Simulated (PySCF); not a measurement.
A GIAO shielding run with PySCF 2.14 (density fitting, non-relativistic, gas phase) on SMILES CC[SiH2]O[Si@@H]1C=C[SiH2]N1, C₄H₁₃NOSi₃:

```
$ OMP_NUM_THREADS=1 python probes_run.py task.json out

{"job": {"kind": "nmr", "xc": "PBE0", "basis": "pcSseg-1"}, "charge": 0, "multiplicity": 1}
C      1.641794     1.321649    -0.688901
C      2.555634     0.501631     0.218960
Si     2.090057    -1.342872     0.277150
O      0.598556    -1.546418     0.884225
Si    -1.002988    -1.279456     0.922103
C     -1.832673    -1.290787    -0.765285
C     -2.498227    -0.183899    -1.089049
Si    -2.471397     1.185766     0.201346
N     -1.415089     0.360611     1.299215
H      0.606152     1.226486    -0.369552
H      1.913534     2.376606    -0.664822
H      1.712579     0.977012    -1.718668
H      2.516125     0.919873     1.227604
H      3.588009     0.612426    -0.118252
H      2.108020    -1.922715    -1.069621
H      2.934421    -2.084100     1.215633
H     -1.470246    -2.245367     1.911801
H     -1.784564    -2.139850    -1.435985
H     -3.012693    -0.086734    -2.037066
H     -3.790442     1.430838     0.798750
H     -1.873299     2.442121    -0.268602
H     -1.123674     0.786564     2.160616
```

Hardware: 1 thread of an Arm Neoverse N1, shared host. The job also computes population analyses, field gradients, ring-centre shieldings.

Task: How large is the calculation?

Result: 94 electrons, 239 basis functions and 1306 auxiliary functions.

Task: How long does it take, and how much memory does it need?

Result: 110 s of wall time, with 14 SCF cycles and 5 response iterations; peak memory 1.1 GiB. Times on a shared host scatter by some tens of per cent.
